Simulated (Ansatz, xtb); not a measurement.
CH6F2SiSn: 5 structures ranked

5 gas-phase structures of CH6F2SiSn, found in a search over its isomers (lower ones may exist). Each was relaxed with GFN2-xTB:

A. `F[SiH](F)[CH2][SnH3]`, a singlet
B. `C[Si](F)(F)[SnH3]`, a singlet
C. `C[Si@H](F)[SnH2][F]`, a singlet
D. `[CH3][Sn@H]([F])[SiH2]F`, a singlet
E. `[CH3][SnH2][SiH](F)F`, a singlet

Estimate their order in r2SCAN-D4/def2-SVP energy at these geometries, lowest first.

Calculated order at r2SCAN-D4/def2-SVP: B (0.0), A (8.1), E (10.0), C (22.3), D (29.6) kcal/mol.

Energies above the lowest of each column, in kcal/mol; the last columns are at PBE0-D3(BJ)/def2-SVP geometries and were run for some of them only (a dash: not run or not comparable):

```csv
structure,GFN2-xTB,HF/STO-3G,r2SCAN-D4/def2-SVP,PBE0-D3(BJ)/def2-SVP,CCSD(T)/def2-SVP + ΔMP2/def2-TZVPP
B,0.0,0.0,0.0,0.0,0.0
A,12.0,11.4,8.1,8.5,4.2
E,1.6,6.4,10.0,9.8,6.8
C,15.4,29.4,22.3,–,–
D,17.6,31.3,29.6,–,–
```

Every level run on B puts it lowest or level with the lowest. Some further structures that were screened fall inside this span and aren't listed. Flexible structures stand in one conformer each, not always the lowest. Frequencies (PBE0-D3(BJ)/def2-SVP) were run for A, B, E alone. Atoms past krypton carry core potentials in the def2 sets, without spin–orbit terms. ΔMP2 is the change of the MP2 energy from the smaller to the larger basis.

Over these structures GFN2-xTB departs from r2SCAN-D4/def2-SVP by 5.3 kcal/mol on average once a common shift is removed. A GFN2-xTB relaxation took about 0.095 s and the r2SCAN-D4/def2-SVP energy about 2.8 s on a shared host (Ansatz 0.2.0, xtb 6.7.1).
